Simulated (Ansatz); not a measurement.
Start from `B[CH2][Ga]([CH3])[F]` and change one atom or group to get `[CH3][GaH][F]`.

Ansatz, PBE0-D4/def2-TZVP geometries, multiplicity 1. Each molecule was computed in one conformer, which needn't be the lowest.

Scalar relativity is left out up to krypton.

```tsv
property	`B[CH2][Ga]([CH3])[F]`
HOMO energy (B3LYP/def2-TZVPP) / eV	-8.01
HOMO energy (ωB97M-V/def2-TZVPP) / eV	-10.40
LUMO energy (PBE/def2-TZVPP) / eV	-2.65
LUMO energy (PBE0/def2-TZVPP) / eV	-1.78
HOMO–LUMO gap (B3LYP/def2-TZVPP) / eV	5.99
size of the dipole moment (ωB97M-V/def2-TZVPP) / D	2.58
```

What does the change do to each property? (An estimate is asked.)

Computed: 
| property | `[CH3][GaH][F]` | shift |
| --- | --- | --- |
| HOMO energy (B3LYP/def2-TZVPP) / eV | -8.22 | -0.21 |
| HOMO energy (ωB97M-V/def2-TZVPP) / eV | -10.66 | -0.26 |
| LUMO energy (PBE/def2-TZVPP) / eV | -1.91 | 0.74 |
| LUMO energy (PBE0/def2-TZVPP) / eV | -1.11 | 0.67 |
| HOMO–LUMO gap (B3LYP/def2-TZVPP) / eV | 6.80 | 0.81 |
| size of the dipole moment (ωB97M-V/def2-TZVPP) / D | 2.64 | 0.06 |

With PBE0 the HOMO falls by 0.19 eV and the LUMO rises by 0.67 eV, so the gap widens by about 0.86 eV. PBE moves the HOMO by -0.03 eV and ωB97M-V by -0.26 eV. Dipoles are sizes alone; their direction can turn.

B3LYP here is the variant with VWN-RPA as its local correlation; programs differ in this.
